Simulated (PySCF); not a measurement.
Hf(NH2)3(SH) (H7HfN3S), SMILES [NH2][Hf]([NH2])([NH2])[SH], multiplicity 1.

The structure is a stationary point at B3LYP-D3(BJ)/def2-SVP. The multiplicity is an assumed one; other spin states were not compared. The def2 effective core potentials stand for the cores of Hf; spin–orbit coupling is left out. The values are those of a single conformer.

These are CAM-B3LYP/def2-TZVP (PySCF) values and carry that method's errors.

The molecule is in vacuum.

| Quantity | Result |
|---|---|
| total energy | -614.83682 hartree |
| highest occupied level | -8.14 eV |
| lowest empty level | 0.59 eV |
| orbital gap | 8.73 eV |
| dipole moment | 2.84 D |
| quadrupole, principal values (traceless, Buckingham form, about the centre of nuclear charge) | -13.12, 4.01, 9.12 D·Å |
| mean static polarisability | 83.7 bohr³ (12.40 Å³) |
| polarisability, principal values | 78.8, 81.1, 91.1 bohr³ |
